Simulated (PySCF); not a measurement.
**Löwdin shares of the frontier orbitals**

Species: C3H8OSi.
Numbering: `[CH2:1]1[CH2:2][O:3][SiH2:4][CH2:5]1` (hydrogens: H6, H7 on C1; H8, H9 on C2; H10, H11 on Si4; H12, H13 on C5)

Cartesian coordinates in Å at the PBE0-D3(BJ)/def2-SVP level; atoms count from 1:
```xyz
13
C3H8OSi angstrom
C     -0.617    0.767   -0.556
C     -1.195   -0.639   -0.366
O     -0.134   -1.555   -0.171
Si     1.246   -0.819    0.450
C      0.548    0.936    0.433
H     -0.241    0.863   -1.588
H     -1.397    1.534   -0.426
H     -1.782   -0.955   -1.243
H     -1.874   -0.660    0.509
H      2.414   -1.048   -0.452
H      1.588   -1.340    1.807
H      1.254    1.721    0.128
H      0.181    1.195    1.440
```

Theory: TDDFT B3LYP/def2-SVPD, vertical, gas phase, core orbitals frozen in the response in PySCF.

Kohn–Sham orbitals with the atoms that hold most of them (Löwdin shares over 4%, at most four atoms; ? is withheld):

| orbital | ε (eV) | atoms |
| --- | --- | --- |
| LUMO+2 | 1.12 | Si4 36%, H10 17%, H11 12%, O3 8% |
| LUMO+1 | 0.27 | Si4 27%, C5 13%, C1 8%, H12 8% |
| LUMO | 0.19 | ? |
| HOMO | -7.58 | O3 51%, C2 12%, Si4 10%, H9 8% |
| HOMO-1 | -8.34 | ? |
| HOMO-2 | -8.76 | O3 32%, C1 17%, C2 16%, Si4 10% |
| HOMO-3 | -9.14 | Si4 19%, C5 13%, H11 13%, C1 12% |

Question: Give the leading atoms of the LUMO.

Answer: Si4 (bonded to C, O and 2 H) 33%; O3 (bonded to C and Si) 12%; H11 (bonded to Si) 11%; H10 (bonded to Si) 10%. By element: silicon 33%, hydrogen 20% or more, oxygen 12%.

Question: Give the leading atoms of the HOMO-1.

Answer: C5 (bonded to C, Si and 2 H) 33%; O3 (bonded to C and Si) 21%; Si4 (bonded to C, O and 2 H) 19%; C1 (bonded to 2 C and 2 H) 9%. By element: carbon 42% or more, oxygen 21%, silicon 19%.

Question: The HOMO–LUMO gap is 7.77 eV. Where does the response calculation put the lowest singlet, and from which orbitals?

Answer: S1 is at 6.66 eV (f = 0.0020), 1.11 eV below the gap, made of HOMO→LUMO (96%). 

Question: Give energy, strength and leading configuration of S1, S2, S3, S4 and S7, and follow the Löwdin shares of the leading atoms from the occupied to the empty orbital.

Answer: 
- S1 (6.66 eV, f 0.0020), HOMO→LUMO (96%): O3 51% → 12%, C2 12% → at most 10%, Si4 10% → 33%
- S2 (6.95 eV, f 0.019), HOMO→LUMO+1 (96%): O3 51% → at most 8%, C2 12% → at most 8%, Si4 10% → 27%, C5 at most 8% → 13%
- S3 (7.49 eV, f 0.021), HOMO-1→LUMO (97%): C5 33% → at most 10%, O3 21% → 12%, Si4 19% → 33%
- S4 (7.68 eV, f 0.017), HOMO-1→LUMO+1 (98%): C5 33% → 13%, O3 21% → at most 8%, Si4 19% → 27%
- S7 (7.94 eV, f 0.038), HOMO-2→LUMO (95%): O3 32% → 12%, C1 17% → at most 10%, Si4 10% → 33%

One conformer stands for the species.
